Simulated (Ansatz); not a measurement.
Start from `F[Si](F)(F)[SiH2]Cl` and change one atom or group to get `[CH3][Zn][S][Si](F)(F)F`.

Ansatz, PBE0-D4/def2-TZVP geometries, multiplicity 1. Each molecule was computed in one conformer, which needn't be the lowest.

Scalar relativity is left out up to krypton.

| property | `F[Si](F)(F)[SiH2]Cl` |
| --- | --- |
| HOMO–LUMO gap (PBE/def2-TZVPP) / eV | 5.66 |
| HOMO energy (ωB97M-V/def2-TZVPP) / eV | -11.08 |
| HOMO–LUMO gap (B3LYP/def2-TZVPP) / eV | 7.46 |
| size of the dipole moment (B3LYP/def2-TZVPP) / D | 1.79 |
| HOMO–LUMO gap (ωB97M-V/def2-TZVPP) / eV | 11.80 |
| LUMO energy (B3LYP/def2-TZVPP) / eV | -1.31 |

Problem. What does the change do to each property? (An estimate is asked.)

Solution. Computed: 
| property | `[CH3][Zn][S][Si](F)(F)F` | shift |
| --- | --- | --- |
| HOMO–LUMO gap (PBE/def2-TZVPP) / eV | 5.32 | -0.34 |
| HOMO energy (ωB97M-V/def2-TZVPP) / eV | -10.32 | 0.76 |
| HOMO–LUMO gap (B3LYP/def2-TZVPP) / eV | 6.81 | -0.65 |
| size of the dipole moment (B3LYP/def2-TZVPP) / D | 3.03 | 1.24 |
| HOMO–LUMO gap (ωB97M-V/def2-TZVPP) / eV | 11.03 | -0.77 |
| LUMO energy (B3LYP/def2-TZVPP) / eV | -1.04 | 0.27 |

With PBE0 the HOMO rises by 0.85 eV and the LUMO rises by 0.38 eV, so the gap narrows by about 0.47 eV. PBE moves the HOMO by 0.77 eV and ωB97M-V by 0.76 eV. Dipoles are sizes alone; their direction can turn.

B3LYP here is the variant with VWN-RPA as its local correlation; programs differ in this.
